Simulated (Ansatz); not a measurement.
Gas-phase electronic energies from Ansatz, PBE0-D4/def2-TZVP geometries. CCSD(T)/CBS adds triple-zeta CCSD(T) − MP2 to the extrapolated MP2 energy (def2 sets, frozen cores). DFT in def2-TZVPP. HSE06 is defined as in plane-wave codes. For Mg outer-core shells are correlated without core-valence functions, which leaves a few kJ/mol of doubt a bond. One conformer a species, not always the lowest.

Reaction (substitution at a C–B bond): `CB(C)O` + `[F][Mg][SH]` → `C[S][Mg][F]` + `CBO`

| level | ΔE (kcal/mol) |
| --- | --- |
| BLYP-D4 | 17.5 |
| r2SCANh-D4 | 19.8 |
| PBE-QIDH | 19.2 |
| BLYP | 17.3 |
| HSE06 | 18.7 |
| CCSD(T)/def2-SVP | 19.8 |
| MP2/CBS(def2) | 18.6 |
| CCSD/CBS(def2) | 19.0 |

What does CCSD(T)/CBS give? (Best estimate.)

Ansatz gave: +18.9 kcal/mol. The listed levels differ from it by -1.4, 0.9, 0.3, -1.6, -0.2, 0.9, -0.3, 0.1 kcal/mol.

What do rigid-rotor, harmonic-oscillator terms from PBE0-D4/def2-TZVP frequencies (298.15 K, 1 bar) make of the CCSD(T)/CBS value? (Best estimate.)

The calculation gave: ΔZPE = +1.3 kcal/mol, ΔH = +20.0 kcal/mol, ΔS = 1 J/(mol·K), ΔG = +19.9 kcal/mol.

Largest T1 diagnostic among the species: 0.012.

In def2-TZVPP, CCSD(T) changes the Hartree–Fock value by +1.1 kcal/mol (the triples alone add −0.2 kcal/mol) and MP2 by +0.9 kcal/mol. Leaving LDA and LC-ωPBE aside and taking each functional with its dispersion term where it has one, the values, not all of them listed here, spread over 3.1 kcal/mol, from BLYP-D4 to B97M-V. LDA lies +2.3 kcal/mol from PBE without D4. From BLYP to BHLYP (50 % exact exchange), in def2-TZVPP and without D4, ΔE moves by +1.4 kcal/mol.
